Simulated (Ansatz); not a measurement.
Two shapes of singlet Mg4O4.

Shape 1:

```xyz
8

O     0.8989    1.0691   -1.0691
Mg    1.6381   -0.6097   -0.1971
Mg   -0.7942    0.0644   -1.5681
O    -0.0551   -1.6144   -0.6961
Mg    0.0551    1.6144    0.6961
O     0.7942   -0.0644    1.5681
O    -1.6381    0.6097    0.1971
Mg   -0.8989   -1.0691    1.0691
```

Shape 2:

```xyz
8

O     1.1586    0.8817    0.7898
Mg    1.4265   -0.0873   -0.8373
Mg   -0.4839    1.5808    0.1030
O    -0.2160    0.6118   -1.5240
Mg    0.2160   -0.6118    1.5240
O     0.4839   -1.5808   -0.1030
O    -1.4265    0.0873    0.8373
Mg   -1.1586   -0.8817   -0.7898
```

Basis set: def2-SVP (spherical functions). Correlated methods keep 8 orbitals frozen. Charge 0, multiplicity 1.

Computed with Ansatz (development build ahead of 0.2.0); each method stands on the lowest determinant of its kind that the runs found.

Q: Which shape is lower in energy, and by how much in each method?

A:

| method | E(2) − E(1) (eV) |
| --- | --- |
| RHF | -0.617 |
| RHF-MP2 | -0.003 |

Shape 2 is lower.
